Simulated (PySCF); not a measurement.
**How methods differ on the ionisation energy of Cd⁺**

Cd⁺ [Kr] 4d10 5s1 (2S) → Cd²⁺ [Kr] 4d10 (1S), as a difference of total energies. Computed with PySCF 2.14 in cc-pVTZ-PP with ECP28MDF, with a scalar-relativistic core potential. Correlated levels: valence: 4s2 4p6 frozen. The calculations carry no spin-orbit coupling.

Problem. Order these methods by the ionisation energy they give, lowest first.
A. SCS-MP2 (valence)
B. MP2 (valence)
C. M06-2X
D. UHF

Solution. D (15.537 eV), A (16.482 eV), B (16.666 eV), C (16.773 eV).

Errors of the correlated levels include the incompleteness of this basis and the frozen core.

For comparison: 16.908 eV (measured; NIST Atomic Spectra Database, ionization energies).
